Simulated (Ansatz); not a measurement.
Si2H8Se, closed shell: at a first-order saddle point.

Input (in.yaml):

```yaml
crystal:
  periodic: [false, false, false]
  atoms:
    - {symbol: Si, position_ang: [-0.270979, -0.356609, -0.905830]}
    - {symbol: H, position_ang: [0.740383, 0.576143, -1.949888]}
    - {symbol: H, position_ang: [0.387083, -1.445926, -1.713528]}
    - {symbol: H, position_ang: [-1.615083, -0.176472, -1.496044]}
    - {symbol: Si, position_ang: [-0.032732, -0.966072, 1.336967]}
    - {symbol: H, position_ang: [0.417521, 1.254100, -1.428477]}
    - {symbol: Se, position_ang: [-0.496732, 2.202974, -0.004593]}
    - {symbol: H, position_ang: [-1.210021, -0.474653, 2.092768]}
    - {symbol: H, position_ang: [0.097734, -2.445151, 1.483135]}
    - {symbol: H, position_ang: [1.209870, -0.333458, 1.851056]}
    - {symbol: H, position_ang: [0.773057, 2.165225, 0.734433]}
basis:
  gaussian: {orbitals: def2-TZVPP}
hamiltonian: {xc: {name: wB97X-V}}
```

Launched with

```bash
ansatz run in.yaml --threads 4 --pin off --events-out ev --progress --plain --max-ram 9574MiB
```

The run's output (Ansatz 0.2.0):

```
Functional definition: wB97X-V
  name "wB97X-V"
  cite "Mardirossian & Head-Gordon, Phys. Chem. Chem. Phys. 16, 9904 (2014) doi:10.1039/C3CP54374A"
  cite "Becke, J. Chem. Phys. 107, 8554 (1997) doi:10.1063/1.475007"
  cite "Vydrov & Van Voorhis, J. Chem. Phys. 133, 244103 (2010) doi:10.1063/1.3521275"
  parameter omega = 0.3/bohr
  parameter cx = 0.167
  parameter cx1 = 0.603
  parameter cx2 = 1.194
  parameter css0 = 0.556
  parameter css1 = -0.257
  parameter cos0 = 1.219
  parameter cos1 = -1.850
  parameter b = 6.0
  parameter c = 0.01
  exchange = spin_sum(e_x_unif_sr(omega)*poly(b97_u_x, 1 - cx, cx1, cx2)) + cx*exact_x_sr(omega) + exact_x_lr(omega)
  correlation = spin_sum(e_c_pw_same_spin*poly(b97_u_same, css0, css1))
      + integral(e_c_pw_opposite_spin*poly(b97_u_opposite, cos0, cos1)) + vv10(b, c)
1463 factors; their error is unknown
333 factors; integrals over basis functions are off by at most 1.1e-5 eV
mean field evaluation 1: about -81223.4677 eV, gradient 1.5e1 eV
mean field evaluation 2: about -81224.1748 eV, gradient 7.8e0 eV
mean field evaluation 4: about -81224.3745 eV, gradient 9.0e-1 eV
mean field evaluation 8: about -81224.6614 eV, gradient 4.0e-1 eV
mean field evaluation 16: about -81224.6616 eV, gradient 7.6e-5 eV
mean field -81224.66164038 eV, -2984.9512592310 hartree, gradient 9.5e-6 eV, S^2 0.000000; 0 other end points of the search recorded, 0 dependent functions left out
reference -81224.66163808 eV, -2984.9512591463 hartree; 35, 35 occupied and 209, 209 virtual orbitals, 1463 factors
Total energy: -81224.66163808 eV, -2984.9512591463 hartree
```

Hardware: 4 CPU threads of an Intel Xeon Platinum 8175M, shared host. Wall time 6.5 s; peak host memory 0.71 GiB.
